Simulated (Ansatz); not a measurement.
F$_{2}$I$_{2}$Si, SMILES `F[Si](F)(I)I`. The species carries charge 0 and has multiplicity 1. I: def2 effective core potential. Geometry: relaxed with PBE0-D4/def2-TZVP.

```xyz
5

F     0.930   -1.377   -0.176
Si   -0.035   -0.144    0.017
F    -1.445   -0.726    0.423
I    -0.242    1.023   -2.070
I     0.792    1.225    1.806
```

Q: What is the dipole moment at ωB97M-V/def2-TZVPP? (Estimate.)

A: The calculation gave: 1.11 D, with components (0.26, 1.07, -0.13) D in this frame, pointing from negative to positive charge.

Q: And with PBE, r2SCAN, B3LYP? (An estimate is asked.)

A: The calculation gave: PBE 1.11 D, r2SCAN 1.09 D, B3LYP 1.18 D.

Q: Give the Mulliken charges with ωB97M-V, B3LYP, r2SCAN in def2-TZVPP. (An estimate is asked.)

A: Ansatz gave: 
| atom | ωB97M-V | B3LYP | r2SCAN |
| --- | --- | --- | --- |
| F1 | -0.26 | -0.27 | -0.27 |
| Si2 | 0.63 | 0.69 | 0.71 |
| F3 | -0.26 | -0.27 | -0.27 |
| I4 | -0.06 | -0.08 | -0.09 |
| I5 | -0.06 | -0.08 | -0.09 |

B3LYP here is the variant with VWN-RPA as its local correlation; programs differ in this.
